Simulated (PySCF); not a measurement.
Species: C3H12Si2.
Numbering: `[CH3:1][CH:2]([CH3:3])[SiH2:4][SiH3:5]` (hydrogens: H6, H7, H8 on C1; H9 on C2; H10, H11, H12 on C3; H13, H14 on Si4; H15, H16, H17 on Si5)

Structure used (PBE0-D3(BJ)/def2-SVP), in Å, numbered top down from 1:
```xyz
17
C3H12Si2 angstrom
C     -1.412   -1.184    0.210
C     -0.977    0.083   -0.524
C     -1.167    1.333    0.333
Si     0.812   -0.060   -1.155
Si     2.345   -0.135    0.623
H     -1.315   -2.082   -0.420
H     -0.809   -1.350    1.118
H     -2.466   -1.113    0.528
H     -1.594    0.189   -1.437
H     -2.216    1.434    0.658
H     -0.548    1.293    1.246
H     -0.897    2.254   -0.208
H      1.154    1.114   -2.022
H      0.969   -1.301   -1.981
H      1.997   -1.227    1.586
H      3.730   -0.384    0.112
H      2.352    1.160    1.374
```

The closed-shell ground state was solved at several levels (PySCF, density fitting, gas phase, non-relativistic).

```
              level  basis functions  total energy (Eh)  HOMO (eV)  LUMO (eV)  gap (eV)  dipole (D)
      PBE0/pcSseg-1              159          -700.0844      -7.91       0.22      8.13        1.05
CAM-B3LYP/def2-SVPD              204          -700.1866      -9.12       1.03     10.15        1.01
```

Task: Estimate the row for wB97X-D/pcSseg-2, a basis of 362 functions; the other rows only guide the guess.

Result: Total energy -700.5545 Eh, HOMO -9.64 eV, LUMO 1.72 eV, gap 11.36 eV, dipole 1.05 D.

Task: Over all these levels, which gives the widest orbital gap and which the narrowest?

Result: wB97X-D/pcSseg-2 (range-separated hybrid) has the widest, 11.36 eV, and PBE0/pcSseg-1 (global hybrid, 25 % exact exchange) the narrowest, 8.13 eV. Functional and basis both differ between the two, so the spread mixes both effects.

Task: How far do the dipole and the HOMO energy spread over the levels?

Result: The dipole runs from 1.01 to 1.05 D (mean 1.04 D) and the HOMO from -9.64 to -7.91 eV.

One conformer stands for the species.

Note: wB97X-D ran without an empirical dispersion term, which enters the total energy and its gradient alone.
